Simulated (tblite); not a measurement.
Species: C7H11GeN.
Atom-mapped SMILES: `[CH3:1][C@@H:2]1[CH:3]=[CH:4][C@@H:5]([C:6]#[N:7])[CH2:8][GeH2:9]1` (hydrogens: H10, H11, H12 on C1; H13 on C2; H14 on C3; H15 on C4; H16 on C5; H17, H18 on C8; H19, H20 on Ge9)

Computed with GFN2-xTB (tblite), gas phase: L-BFGS steps from a force-field or distance-geometry start until the largest atomic force falls under 0.01 eV/Å.

Step 30: E = -690.2770 eV
```
atom  x, y, z in Å  |  force x, y, z in eV/Å
C1      2.5709    0.3445    0.3098   -0.039  -0.005   0.008
C2      1.0630    0.1612    0.4428   -0.045   0.009   0.014
C3      0.6400   -1.2431    0.1649    0.053  -0.003   0.036
C4     -0.6112   -1.6522    0.0038   -0.037  -0.014   0.004
C5     -1.8044   -0.7291    0.0097   -0.004   0.007   0.004
C6     -1.9062   -0.1116    1.3093   -0.001  -0.023  -0.020
N7     -1.9475    0.3994    2.3315   -0.006   0.024   0.058
C8     -1.6733    0.3886   -1.0430   -0.009   0.010  -0.017
Ge9    -0.0168    1.4159   -0.6833    0.005  -0.016  -0.015
H10     2.9142    0.0032   -0.6650   -0.011   0.021  -0.018
H11     3.0924   -0.2212    1.0798    0.035  -0.028  -0.004
H12     2.8357    1.3953    0.4155    0.008   0.000   0.018
H13     0.7716    0.3955    1.4744    0.023   0.001   0.003
H14     1.4371   -1.9737    0.1147    0.007  -0.020  -0.005
H15    -0.8295   -2.7017   -0.1383    0.028   0.019  -0.044
H16    -2.7200   -1.3048   -0.1704   -0.012  -0.005   0.016
H17    -2.5567    1.0259   -1.0023   -0.008   0.001  -0.021
H18    -1.6349   -0.0619   -2.0353   -0.007  -0.022   0.002
H19    -0.2936    2.6950    0.0528   -0.007   0.041  -0.007
H20     0.6640    1.7854   -1.9746    0.026   0.002  -0.011
```

Step 31: E = -690.2775 eV
```
atom  x, y, z in Å  |  force x, y, z in eV/Å
C1      2.5708    0.3446    0.3100   -0.036  -0.007   0.013
C2      1.0623    0.1626    0.4443   -0.025  -0.026   0.012
C3      0.6404   -1.2423    0.1658    0.017  -0.015   0.029
C4     -0.6110   -1.6522    0.0036   -0.016   0.002   0.001
C5     -1.8045   -0.7289    0.0095    0.001   0.005   0.014
C6     -1.9052   -0.1117    1.3093   -0.007  -0.005   0.007
N7     -1.9488    0.3991    2.3319   -0.001   0.010   0.032
C8     -1.6723    0.3892   -1.0436   -0.021  -0.015  -0.006
Ge9    -0.0154    1.4158   -0.6840   -0.016  -0.019  -0.009
H10     2.9118    0.0041   -0.6666   -0.017   0.036   0.002
H11     3.0948   -0.2229    1.0777    0.018  -0.022  -0.014
H12     2.8359    1.3952    0.4182    0.012  -0.007   0.009
H13     0.7696    0.3961    1.4758    0.033   0.005  -0.002
H14     1.4371   -1.9737    0.1151    0.005  -0.007  -0.003
H15    -0.8284   -2.7015   -0.1414    0.027   0.022  -0.040
H16    -2.7217   -1.3042   -0.1676    0.008   0.004   0.006
H17    -2.5560    1.0261   -1.0025   -0.003   0.002  -0.026
H18    -1.6347   -0.0638   -2.0349   -0.006  -0.012  -0.001
H19    -0.2940    2.6944    0.0514   -0.006   0.047  -0.005
H20     0.6643    1.7848   -1.9751    0.034   0.003  -0.020
```

Step 32: E = -690.2780 eV
```
atom  x, y, z in Å  |  force x, y, z in eV/Å
C1      2.5700    0.3445    0.3103   -0.017  -0.007   0.015
C2      1.0612    0.1635    0.4463    0.005  -0.050   0.008
C3      0.6408   -1.2420    0.1674   -0.026  -0.025   0.017
C4     -0.6110   -1.6521    0.0033    0.013   0.018  -0.001
C5     -1.8047   -0.7286    0.0096    0.005   0.003   0.023
C6     -1.9044   -0.1118    1.3098   -0.013   0.018   0.039
N7     -1.9498    0.3985    2.3329    0.004  -0.008  -0.002
C8     -1.6718    0.3894   -1.0443   -0.027  -0.034   0.006
Ge9    -0.0143    1.4155   -0.6847   -0.032  -0.011  -0.002
H10     2.9090    0.0049   -0.6680   -0.023   0.045   0.018
H11     3.0975   -0.2243    1.0756   -0.006  -0.014  -0.024
H12     2.8361    1.3950    0.4200    0.009  -0.016   0.003
H13     0.7683    0.3967    1.4776    0.035   0.009   0.001
H14     1.4371   -1.9739    0.1154    0.003   0.004   0.000
H15    -0.8268   -2.7009   -0.1458    0.019   0.017  -0.035
H16    -2.7234   -1.3034   -0.1646    0.025   0.010  -0.004
H17    -2.5554    1.0264   -1.0035   -0.001   0.002  -0.028
H18    -1.6346   -0.0659   -2.0345   -0.005  -0.005  -0.005
H19    -0.2947    2.6949    0.0498   -0.004   0.040  -0.009
H20     0.6656    1.7842   -1.9755    0.036   0.002  -0.020
```

Step 33: E = -690.2786 eV
```
atom  x, y, z in Å  |  force x, y, z in eV/Å
C1      2.5688    0.3442    0.3110    0.012  -0.005   0.012
C2      1.0600    0.1638    0.4488    0.037  -0.057   0.002
C3      0.6412   -1.2419    0.1696   -0.067  -0.030   0.002
C4     -0.6110   -1.6516    0.0029    0.042   0.031  -0.001
C5     -1.8048   -0.7281    0.0103    0.006   0.002   0.030
C6     -1.9036   -0.1117    1.3108   -0.017   0.040   0.068
N7     -1.9514    0.3982    2.3343    0.008  -0.025  -0.035
C8     -1.6718    0.3890   -1.0452   -0.026  -0.046   0.017
Ge9    -0.0135    1.4148   -0.6860   -0.040   0.005   0.006
H10     2.9052    0.0080   -0.6700   -0.028   0.052   0.031
H11     3.1010   -0.2276    1.0721   -0.033  -0.005  -0.034
H12     2.8368    1.3944    0.4240    0.002  -0.026  -0.001
H13     0.7674    0.3978    1.4795    0.032   0.013   0.010
H14     1.4372   -1.9742    0.1158    0.002   0.013   0.003
H15    -0.8242   -2.6998   -0.1515    0.005   0.006  -0.030
H16    -2.7249   -1.3024   -0.1609    0.038   0.012  -0.013
H17    -2.5550    1.0267   -1.0051   -0.001   0.000  -0.029
H18    -1.6348   -0.0689   -2.0341   -0.006   0.001  -0.008
H19    -0.2954    2.6963    0.0474    0.000   0.023  -0.019
H20     0.6677    1.7837   -1.9769    0.033  -0.004  -0.012
```

**Question.** Estimate the geometry and energy of step 34. (The exact step hangs on the optimiser's Hessian estimate; all steps are aligned on step 33, rigid shifts and turns removed.)

**Answer.** E = -690.2795 eV, largest force 0.096 eV/Å
```
atom  x, y, z in Å  |  force x, y, z in eV/Å
C1      2.5677    0.3437    0.3124    0.038  -0.001   0.004
C2      1.0591    0.1633    0.4514    0.058  -0.040  -0.004
C3      0.6415   -1.2423    0.1725   -0.087  -0.023  -0.014
C4     -0.6107   -1.6508    0.0027    0.058   0.032   0.001
C5     -1.8047   -0.7275    0.0118    0.006   0.001   0.032
C6     -1.9033   -0.1110    1.3123   -0.017   0.053   0.078
N7     -1.9542    0.3985    2.3360    0.012  -0.033  -0.050
C8     -1.6726    0.3878   -1.0460   -0.014  -0.042   0.023
Ge9    -0.0131    1.4139   -0.6882   -0.033   0.018   0.015
H10     2.9004    0.0156   -0.6729   -0.026   0.052   0.034
H11     3.1047   -0.2348    1.0658   -0.058   0.003  -0.037
H12     2.8380    1.3928    0.4328   -0.008  -0.034  -0.002
H13     0.7670    0.3997    1.4813    0.024   0.012   0.019
H14     1.4372   -1.9748    0.1164    0.002   0.017   0.006
H15    -0.8204   -2.6984   -0.1577   -0.017  -0.007  -0.024
H16    -2.7257   -1.3013   -0.1565    0.042   0.008  -0.021
H17    -2.5546    1.0271   -1.0073   -0.003  -0.007  -0.026
H18    -1.6358   -0.0729   -2.0336   -0.006   0.006  -0.008
H19    -0.2958    2.6986    0.0437    0.004  -0.002  -0.031
H20     0.6702    1.7834   -1.9799    0.022  -0.015   0.009
```

The energy changes by -0.0009 eV. The first-order estimate −F·Δx gives -0.0012 eV and the mean of the old and new forces, exact on a quadratic surface, -0.0009 eV. The step makes an angle of 74° with the force vector and moves no atom by more than 0.010 Å.

What follows is the cost of the whole relaxation. The run took 0.43 s wall on Arm Neoverse V2, one thread, shared host with 32 logical CPUs at a one-minute load of 27.
